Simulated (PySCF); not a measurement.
Bond length, frequency and bond energy of LaSi by level of theory

State: quartet, about 0.0 electrons in the 4f shell (Mulliken). Set-up: La x2c-TZVPall, Si x2c-TZVPall; spin-free X2C with a Gaussian nucleus (PySCF 2.14). De refers to La (5d1 6s2) + Si in their high-spin ground configurations, without counterpoise correction. The functionals are run spin-unrestricted. A positive dipole means La(−)Si(+). Levels whose curve was spin-contaminated or gave no clean fit are not listed.

```csv
Level,Re (Å),ωe (cm⁻¹),De (eV),μ (D),"CPU s a point (SCF and correlation, without the integrals)"
LDA,2.566,348,3.53,-4.09,2.9
PBE,2.600,335,2.97,-4.38,4
PW91,2.599,335,2.97,-4.35,4.3
r²SCAN,2.593,342,2.79,-5.14,4.8
PBE0,2.580,352,2.77,-4.90,9.3
ωB97X,2.563,366,2.25,-5.47,18
```

(1) What does a quarter of exact exchange do here, going from PBE to PBE0?

(2) What does the step from GGA to meta-GGA do here, going from PBE to r²SCAN?

(3) What does the gradient correction do here, going from LDA to PBE?

Spin–orbit coupling is left out, which matters for elements this heavy, above all for dissociation energies. The state is the lowest single determinant that the PBE0 search found; with open d or f shells the true ground state can be another one.

The whole job (state search and all levels along the bond) took about 14 min on 4 threads of AMD EPYC 7B13 (shared host), peak memory 6.1 GiB.

## Answers

(1) PBE0 less PBE: -2.0 pm in Re, +5.1 % in ωe, -0.20 eV in De. Exact exchange removes part of the self-interaction that spreads semilocal densities, and in most molecules shortens and stiffens the bond and lowers De; so it does here.

(2) r²SCAN less PBE: -0.7 pm in Re, +2.1 % in ωe, -0.18 eV in De. 

(3) PBE less LDA: +3.4 pm in Re, -3.7 % in ωe, -0.56 eV in De. The gradient correction favours the more uneven density of free atoms, so it tends to lengthen bonds and takes away much of the overbinding of LDA; so it does here.
